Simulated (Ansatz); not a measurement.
Reaction (formal loss of a carbene): `BCBO` → `[CH2]` (triplet) + `BBO`

Computed with Ansatz on PBE0-D4/def2-TZVP structures; ΔE is electronic, products minus reactants. CCSD(T)/CBS is the MP2 limit (def2-TZVPP, def2-QZVPP) plus CCSD(T) − MP2 in def2-TZVPP, frozen cores. This one scheme is used for every species. DFT in def2-TZVPP. Triplets are unrestricted, without spin–orbit coupling. One conformer a species, not always the lowest.

(1) Is it downhill or uphill in electronic energy at CCSD(T)/CBS, and by how much? (Estimate.)

(2) What do these levels give: CAM-B3LYP-D4, CAM-B3LYP, MP2/def2-SVP, HF/def2-TZVPP, CCSD/def2-TZVPP, HF/def2-QZVPP? (An estimate is asked.)

Largest T1 diagnostic among the species: 0.013.

Answers

(1) Ansatz gave: Uphill: ΔE = +525.7 kJ/mol.

(2) Ansatz gave: CAM-B3LYP-D4 521.1, CAM-B3LYP 516.1, MP2/def2-SVP 523.3, HF/def2-TZVPP 371.0, CCSD/def2-TZVPP 501.2, HF/def2-QZVPP 371.4 kJ/mol.

In def2-TZVPP, CCSD(T) changes the Hartree–Fock value by +143.0 kJ/mol (the triples alone add +12.9 kJ/mol) and MP2 by +161.9 kJ/mol. From PBE to PBE0 (25 % exact exchange), in def2-TZVPP and without D4, ΔE moves by −7.3 kJ/mol. At CCSD(T), def2-SVP lies −18.4 kJ/mol from the extrapolated value and def2-TZVPP −11.7 kJ/mol.
